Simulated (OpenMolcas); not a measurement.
A run on Rh2+ among 4 point charges of -2 e arranged as a tetrahedron (Td), 2.07 Å from the ion.

```json
{"Program": "OpenMolcas 26.06", "Method": "CASSCF", "Basis": "ANO-RCC-VDZP [6s5p3d1f]", "Scalar Hamiltonian": "DKH2, point nucleus", "Active space": "7 electrons in 5 orbitals (4d)", "State averaging": "2S+1 = 4 even, 10 roots; 2S+1 = 2 even, 40 roots", "Spin-orbit coupling": "state interaction with AMFI integrals over the reference wave functions"}
```

43 basis functions. Blocks (2S+1, parity, CSFs, roots kept): 4, even, 10, 10; 2, even, 40, 40.

Question: How long do the RASSCF and RASSI steps take on 1 thread of Arm Neoverse V2, with other jobs on the host?

Answer: About 10 s of wall time, without the integral step.
